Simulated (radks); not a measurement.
Removal energies from the erbium ion Er10+, [Kr] 4d10 4f7 5s2 5p3, by Delta-SCF beside the eigenvalue of the level emptied. Calculated with a radial shooting solver on a logarithmic mesh with Libxc functionals: scalar-relativistic Kohn-Sham, PBE, spin-polarised, spherical densities, finite nucleus; Fermi nuclear charge, rms radius of each element as measured or else 0.836 A^(1/3) + 0.57 fm. Open shells are filled with parallel spins first.

removed from,final configuration,Delta-SCF (eV),-eigenvalue (eV)
5p,[Kr] 4d10 4f7 5s2 5p2,192.46,183.37
4f,[Kr] 4d10 4f6 5s2 5p3,212.40,197.04
5s,[Kr] 4d10 4f7 5s1 5p3,219.05,209.67
4d,[Kr] 4d9 4f7 5s2 5p3,372.40,356.80
